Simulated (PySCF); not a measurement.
ethynylcyclopropane (C5H6), SMILES C#CC1CC1. Atoms are numbered in the order given.

```xyz
11

C      2.2808     0.1827     0.0000
C      1.1189    -0.1647     0.0000
C     -0.2622    -0.5755     0.0000
C     -1.3038     0.2396     0.7492
C     -1.3038     0.2396    -0.7492
H      3.3094     0.4886     0.0000
H     -0.4117    -1.6610     0.0000
H     -0.9526     1.1362     1.2655
H     -2.0858    -0.3146     1.2749
H     -2.0858    -0.3146    -1.2749
H     -0.9526     1.1362    -1.2655
```
Charge 0, spin multiplicity 1.

Geometry: B3LYP-D3(BJ)/def2-SVP.

Computed with PySCF with M06-2X/def2-TZVP.

Symmetry labels are those of the subgroup Cs that the program uses (full group Cs).

**Question.** List the valence orbital energies around the gap with their symmetry. (Estimate from the structure and the level; the computed values follow.)

**Answer.** 
| orbital | symmetry | energy (eV) |
|---|---|---|
| HOMO−7 | A' | -15.65 |
| HOMO−6 | A' | -14.98 |
| HOMO−5 | A' | -12.61 |
| HOMO−4 | A" | -11.92 |
| HOMO−3 | A" | -11.09 |
| HOMO−2 | A' | -10.59 |
| HOMO−1 | A' | -8.88 |
| HOMO | A" | -8.35 |
| LUMO | A' | 1.64 |
| LUMO+1 | A" | 1.99 |
| LUMO+2 | A' | 2.58 |
| LUMO+3 | A' | 2.72 |
